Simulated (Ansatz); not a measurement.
C2H8InN (SMILES C[CH2][InH][NH2]), singlet, geometry from GFN2-xTB (such geometries of metal compounds can be far from the true shape) (core potentials on In); PBE/def2-TZVPPD (Ansatz, an electronic-structure program).

The Ansatz input:
Ansatz 0.2 input:
```yaml
crystal:
  periodic: [false, false, false]
  atoms:
    - {symbol: In, position_ang: [-0.40097815, 0.33358464, 0.15770962]}
    - {symbol: H, position_ang: [-2.07780796, 0.83392254, 0.18556024]}
    - {symbol: C, position_ang: [0.70321888, -0.38406573, -1.66759872]}
    - {symbol: C, position_ang: [1.26372068, -1.77796038, -1.42270223]}
    - {symbol: H, position_ang: [1.51175791, 0.31982497, -1.87949723]}
    - {symbol: H, position_ang: [0.01398753, -0.37947812, -2.51342420]}
    - {symbol: H, position_ang: [0.45900048, -2.50067026, -1.27890032]}
    - {symbol: H, position_ang: [1.89309803, -1.78943886, -0.53031351]}
    - {symbol: H, position_ang: [1.86996255, -2.10488021, -2.27009840]}
    - {symbol: N, position_ang: [0.40697287, 0.16872353, 2.03168795]}
    - {symbol: H, position_ang: [-0.06965145, 0.69791801, 2.75465069]}
    - {symbol: H, position_ang: [1.39713487, 0.36824681, 2.12424174]}
basis:
  gaussian:
    orbitals: def2-TZVPPD.json
hamiltonian:
  xc: pbe
```
The basis file holds def2-TZVPPD in the JSON format of the Basis Set Exchange.

It wrote (shortened):

```
Functional definition: PBE
1430 factors; their error is unknown
mean field evaluation 1: about -8839.2717 eV, gradient 1.1e2 eV
mean field evaluation 2: about -8725.5598 eV, gradient 2.0e2 eV
mean field evaluation 4: about -8862.6407 eV, gradient 3.0e1 eV
mean field evaluation 8: about -8864.6834 eV, gradient 2.4e-1 eV
mean field evaluation 16: about -8864.6508 eV, gradient 5.0e-4 eV
mean field -8864.65082101 eV, -325.7699089960 hartree, gradient 5.9e-5 eV, S^2 0.000000; 0 other end points of the search recorded, 0 dependent functions left out
reference -8864.65089100 eV, -325.7699115682 hartree; 24, 24 occupied and 279, 279 virtual orbitals, 1430 factors
Total energy: -8864.65089100 eV, -325.7699115682 hartree
```
